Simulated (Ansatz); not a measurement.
`C[SiH2]N[SiH2]O` → `[CH2]` (triplet) + `O[SiH2]N[SiH3]`  (formal loss of a carbene)

Gas-phase electronic energies from Ansatz, PBE0-D4/def2-TZVP geometries. CCSD(T)/CBS adds triple-zeta CCSD(T) − MP2 to the extrapolated MP2 energy (def2 sets, frozen cores). This one scheme is used for every species. Functionals use def2-TZVPP. B3LYP here is the variant with VWN-RPA as its local correlation; programs differ in this. HSE06 is defined as in plane-wave codes. Triplets are unrestricted, without spin–orbit coupling. One conformer a species, not always the lowest.

`C[SiH2]N[SiH2]O`:

Z-matrix (Å, degrees):
```
C
Si 1 1.867
H 1 1.093 2 111.0
H 1 1.093 2 110.5 3 -119.3
H 1 1.092 2 111.2 3 120.4
N 2 1.731 1 112.0 3 -60.0
H 2 1.491 1 108.1 3 62.7
H 2 1.486 1 110.7 3 -178.4
Si 6 1.718 2 129.5 1 -124.9
H 6 1.012 2 115.4 1 56.4
O 9 1.647 6 114.1 2 111.0
H 9 1.481 6 110.9 2 -133.4
H 9 1.485 6 105.8 2 -11.5
H 11 0.958 9 117.3 6 -61.2
```

`[CH2]` (triplet):

Z-matrix (Å, degrees):
```
C
H 1 1.079
H 1 1.079 2 134.9
```

`O[SiH2]N[SiH3]`:

```xyz
11

O     0.261   -2.013    1.470
Si   -0.531   -0.613    1.122
N    -0.441   -0.149   -0.532
Si    0.394    1.186   -1.243
H     1.204   -2.041    1.304
H    -1.927   -0.913    1.509
H     0.032    0.531    1.883
H    -0.952   -0.737   -1.176
H    -0.534    2.221   -1.776
H     1.244    1.793   -0.188
H     1.250    0.735   -2.374
```

```tsv
level	ΔE (eV)	difference from CCSD(T)/CBS
revPBE-D4	4.91	-0.08
r2SCAN-D4	4.79	-0.20
B3LYP-D4	4.91	-0.08
r2SCAN0-D4	4.74	-0.25
CAM-B3LYP-D4	4.95	-0.04
PBE-QIDH	4.96	-0.03
revPBE	4.73	-0.26
HSE06	4.92	-0.07
MP2/def2-SVP	4.81	-0.18
MP2/def2-QZVPP	5.09	0.10
CCSD(T)/CBS	4.99	0
```

Largest T1 diagnostic among the species: 0.011.

From r2SCAN to r2SCAN0 (25 % exact exchange), in def2-TZVPP and without D4, ΔE moves by −0.05 eV. Leaving LDA and LC-ωPBE aside and taking each functional with its dispersion term where it has one, the values, not all of them listed here, spread over 0.34 eV, from r2SCAN0-D4 to ωB97X-V. LDA lies +0.74 eV from PBE without D4. At CCSD(T), def2-SVP lies −0.31 eV from the extrapolated value and def2-TZVPP −0.13 eV.

CCSD(T)/CBS has its own doubt, a few kJ/mol and more with outer-core shells, so smaller differences from it don't rank the levels.
